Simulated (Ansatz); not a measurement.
Mulliken charges of BH$_{2}$O$_{2}$Te, SMILES `OB(O)[Te]` radical from PBE/def2-TZVPP in Ansatz (PBE0-D4/def2-TZVP geometry).

```csv
atom,x (Å),y (Å),z (Å),charge (e)
O1,0.123,1.150,0.018,-0.246
B2,-0.054,-0.196,-0.081,0.129
O3,0.459,-1.014,0.867,-0.241
Te4,-1.144,-1.146,-1.718,-0.049
H5,-0.267,1.668,-0.687,0.209
H6,0.925,-0.526,1.555,0.198
```

Task: By hand: the dipole of these point charges (1 e Å = 4.8032 D).

Result: Σ q r = (0.036, 0.237, 0.025) e Å, of length 0.241 e Å = 1.16 D.

Task: How does the dipole of the full density compare? (Estimate.)

Result: Ansatz gave: (0.071, 0.343, 0.068) e Å, 1.71 D; the point charges give 0.68 times that, at 6° from its direction.

Point charges leave out the atoms' own dipoles, such as those of lone pairs, and Mulliken's split depends on the basis, so the two needn't agree.
